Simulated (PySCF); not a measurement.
**Bonding in 2,3,3-trimethyl-1-pentene**

Species: 2,3,3-trimethyl-1-pentene, C8H16.
Numbering: `[CH2:1]=[C:2]([CH3:3])[C:4]([CH3:5])([CH3:6])[CH2:7][CH3:8]` (hydrogens: H9, H10 on C1; H11, H12, H13 on C3; H14, H15, H16 on C5; H17, H18, H19 on C6; H20, H21 on C7; H22, H23, H24 on C8)

Cartesian coordinates in Å at the GFN2-xTB level; atoms count from 1:
```xyz
24
C8H16 angstrom
C      1.0677    0.0248    1.9279
C      0.9301    0.1831    0.6202
C      1.8656    1.1025   -0.1151
C     -0.1211   -0.5358   -0.2117
C      0.5835   -1.4297   -1.2460
C     -1.0150   -1.4414    0.6414
C     -1.0037    0.4817   -0.9642
C     -1.6960    1.4904   -0.0550
H      1.8367    0.5498    2.4717
H      0.4440   -0.6167    2.5223
H      2.4313    0.5587   -0.8693
H      2.5709    1.5536    0.5787
H      1.3227    1.9024   -0.6146
H      1.2959   -2.0879   -0.7529
H      1.1124   -0.8395   -1.9894
H     -0.1492   -2.0440   -1.7651
H     -1.7828   -1.8912    0.0148
H     -1.5064   -0.8842    1.4330
H     -0.4316   -2.2419    1.0895
H     -0.3920    1.0186   -1.6912
H     -1.7597   -0.0702   -1.5278
H     -0.9710    2.0068    0.5696
H     -2.4174    1.0014    0.5936
H     -2.2266    2.2286   -0.6528
```

Bond orders from the PBE0/pcSseg-1 density (PySCF). Isolated species at its GFN2-xTB geometry (one conformer only).

Task: Where do the orders between heavy atoms depart from those drawn in the SMILES?

Result: The largest departure is 0.082, at C2–C4 (drawn single, 0.918).

Task: Set the Mayer orders of the bonds between heavy atoms beside their lengths.

Result: 
```tsv
bond	drawn as	length (Å)	Mayer order
C1–C2	double	1.324	2.029
C2–C3	single	1.504	1.053
C2–C4	single	1.521	0.918
C4–C5	single	1.538	1.028
C4–C6	single	1.532	1.045
C4–C7	single	1.543	0.998
C7–C8	single	1.524	1.064
```

By pair of heavy elements: C–C: lowest C2–C4 (0.918, 1.521 Å), highest C1–C2 (2.029, 1.324 Å); in 4 of the 21 pairs the longer bond (by over 0.003 Å) has the higher order (by 0.02 or more).

Task: And the bonds to hydrogen?

Result: C–H: 0.93 to 0.97 (16 bonds).

Task: Sum the orders of all bonds at each heavy atom with more than one neighbour and set the sums beside the valence in the SMILES.

Result: C1 3.900 (drawn 4), C2 4.000 (drawn 4), C3 3.904 (drawn 4), C4 3.989 (drawn 4), C5 3.910 (drawn 4), C6 3.910 (drawn 4), C7 3.955 (drawn 4), C8 3.951 (drawn 4). Orders between atoms that aren't bonded are not in these sums.

Mayer orders depend on the basis set.
